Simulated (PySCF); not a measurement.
C4H11FSi2.
Structure used (GFN2-xTB), in Å, numbered top down from 1:
```xyz
18
C4H11FSi2 angstrom
F     -3.4322   -0.3023   -1.0479
C     -2.2008   -0.4397   -0.4386
C     -1.0572   -0.5737   -1.4532
Si    -0.0676    0.7931   -0.5511
C      1.3778    0.1990    0.5191
Si     2.8943   -0.4138   -0.4528
C     -1.7772    0.8283    0.3139
H     -2.2928   -1.3122    0.2159
H     -0.6515   -1.5795   -1.5233
H     -1.4040   -0.2867   -2.4432
H      0.2631    1.9758   -1.3525
H      1.0382   -0.5969    1.1822
H      1.6874    1.0198    1.1647
H      3.3596    0.6537   -1.3388
H      2.5404   -1.5956   -1.2399
H      3.9590   -0.7654    0.4921
H     -1.8405    0.7373    1.3951
H     -2.4048    1.6651    0.0172
```

The closed-shell SCF was solved with PySCF and density fitting under several settings on one GFN2-xTB geometry (grid level 2 and gas phase unless stated).

| settings | basis functions | SCF cycles | E (Eh) | HOMO (eV) | LUMO (eV) | dipole (D) |
| --- | --- | --- | --- | --- | --- | --- |
| PBE0/pcSseg-1 | 188 | 12 | -837.2784 | -7.99 | 0.42 | 2.19 |
| PBE0/def2-SVPD | 239 | 12 | -836.9761 | -7.97 | 0.18 | 2.25 |
| PBE0/pcSseg-1, grid level 3 | 188 | 12 | -837.2784 | -7.99 | 0.42 | 2.19 |

Q: Estimate the rows for these settings: (1) wB97X/def2-SVPD, start guess atom; (2) HCTH407/3-21G; (3) PBE0/6-311G**, energy threshold 1e-08 Eh.

A: 
```json
{"settings": "wB97X/def2-SVPD, start guess atom", "basis functions": "239", "SCF cycles": "10", "E (Eh)": "-837.4398", "HOMO (eV)": "-10.33", "LUMO (eV)": "1.98", "dipole (D)": "2.33"}
{"settings": "HCTH407/3-21G", "basis functions": "93", "SCF cycles": "14", "E (Eh)": "-833.4199", "HOMO (eV)": "-6.49", "LUMO (eV)": "0.19", "dipole (D)": "1.85"}
{"settings": "PBE0/6-311G**, energy threshold 1e-08 Eh", "basis functions": "208", "SCF cycles": "9", "E (Eh)": "-837.4066", "HOMO (eV)": "-7.91", "LUMO (eV)": "0.39", "dipole (D)": "2.09"}
```

Q: Over all rows, what range does the HOMO–LUMO gap span?

A: From 6.68 eV (HCTH407/3-21G) to 12.31 eV (wB97X/def2-SVPD, start guess atom). The functional of the narrowest has no exact exchange, that of the widest range-separated exact exchange.

Q: Compare two rows with the functional PBE0: PBE0/pcSseg-1 and PBE0/def2-SVPD. Which energy is lower, and by how much?

A: PBE0/pcSseg-1 (188 functions) lies 0.3023 Eh or 190 kcal/mol below PBE0/def2-SVPD (239 functions). The smaller set gives the lower energy; the two sets aren't nested, so the variational bound doesn't order them by size.

Cycle counts include a coarse-grid stage where the run had one. All basis functions are spherical, in the Pople sets too.

One conformer stands for the species.
